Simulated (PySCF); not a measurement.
FH₅O₂Si₂. Atoms are numbered in the order given.

```xyz
10

O     -1.0832    -0.9298    -1.1525
Si    -0.3939     0.1263    -0.0939
O     -0.4978     1.6456    -0.7507
F     -1.2251     0.1674     1.3110
Si     1.7713    -0.6065     0.3640
H     -1.8874    -0.6451    -1.6060
H     -0.4591     2.3995    -0.1502
H      2.4111     0.3322     1.3331
H      1.7486    -1.9730     0.9593
H      2.5768    -0.6229    -0.8906
```
Charge 0, spin multiplicity 1.

Geometry optimised at B3LYP-D3(BJ)/def2-SVP. This is a generated structure with no PubChem entry under its InChIKey; it may be hypothetical. The values are those of a single conformer.

The numbers are results of PySCF with PBE/pcSseg-1, not measurements.

GIAO shieldings, no solvent; atoms listed in one row are averaged. δ = σ(ref) − σ: ¹⁷O against H2O (σ = 334.3 ppm); ²⁹Si against TMS (σ = 335.4 ppm); ¹⁹F against CFCl3 (σ = 133.6 ppm); ¹H against TMS (σ = 31.49 ppm), references at their B3LYP-D3(BJ)/def2-TZVP geometries, non-relativistic.

Estimate the chemical shifts. (An estimate is asked for; the answer gives what the named calculation found.)


| nucleus | atoms | count | δ (ppm) |
|---|---|---|---|
| ¹⁷O | O3 | 1 | 88.1 |
| ¹⁷O | O1 | 1 | 80.2 |
| ²⁹Si | Si2 | 1 | -26.0 |
| ²⁹Si | Si5 | 1 | -123.9 |
| ¹⁹F | F4 | 1 | -126.9 |
| ¹H | H8, H9, H10 | 3 | 3.57 |
| ¹H | H6 | 1 | 2.81 |
| ¹H | H7 | 1 | 2.39 |
